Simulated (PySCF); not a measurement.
Electron correlation in Ne (neon, neutral)

[Ne], closed-shell 1S. Computed with PySCF 2.14 in def2-QZVPPD, with the non-relativistic Hamiltonian (point nucleus). Frozen: 1s2; 8 electrons correlated.

| level | correlation energy (mhartree) |
| --- | --- |
| CCSD | -291.39 |
| (T) | -5.50 |
| CCSD(T) | -296.89 |

Diagnostics: T1 = 0.0069, D1 = 0.0108, largest double amplitude 0.021.

Is a single reference adequate?

Yes: T1 lies below 0.03 and no double amplitude reaches 0.07.
